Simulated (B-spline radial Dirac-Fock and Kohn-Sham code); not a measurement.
**Dipole and non-dipole photoemission parameters of Tc⁵⁺ 3d3/2**

System: Tc⁵⁺, [Kr] 4d2; threshold 340.5 eV (orbital energy of the model). Method: Dirac-Hartree-Slater photoionisation with a Latter tail; cross sections with all multipoles, angular parameters from the dipole term and its interference with E2. Computed with an atomic code on a B-spline grid.

Input of the calculation (task.json; shells as n, l, electrons):

```json
{"items": [{
  "Z": 43,
  "q": 5,
  "cfg": [[1, 0, 2], [2, 0, 2], [2, 1, 6], [3, 0, 2], [3, 1, 6], [3, 2, 10], [4, 0, 2], [4, 1, 6], [4, 2, 2]],
  "A": 97,
  "rrms": 4.4112,
  "do": "xps",
  "hv": [60, 71.1, 92.7, 127.0, 136.0, 192.0, 204.0, 219.0, 248.0, 318.0, 355.0, 730.0, 800, 819.0, 872.0, 1000, 1130.0, 1253.6, 1370.0, 1590.0, 1830.0, 2090.0, 4000, 5414.7, 9251.7, 11000.0, 11900.0, 12000, 12100.0]
}]}
```

Launch: `python xray2_run.py task.json out`

```csv
hν (eV),σ (kb),β,γ,δ
355,1650,0.304,-0.025,-0.002
730,443,1.105,0.036,0.033
800,351,1.148,0.066,0.037
819,330,1.157,0.074,0.037
872,280,1.179,0.098,0.040
1000,193,1.214,0.155,0.045
1130,137,1.230,0.213,0.050
1253.6,102,1.235,0.266,0.055
1370,78.2,1.233,0.313,0.059
1590,49.8,1.220,0.397,0.067
1830,32.1,1.198,0.481,0.076
2090,21.0,1.169,0.562,0.085
4000,2.31,0.957,0.969,0.158
5414.7,0.766,0.839,1.144,0.213
9251.7,?,?,?,?
11000,0.0494,0.568,1.473,0.410
11900,0.0360,0.539,1.499,0.439
12000,0.0348,0.536,1.502,0.442
12100,0.0337,0.533,1.505,0.445
```

Q: Give the values at Ga Kα (9251.7 eV).

A: σ = 0.0984 kb, β = 0.631, γ = 1.406, δ = 0.351.
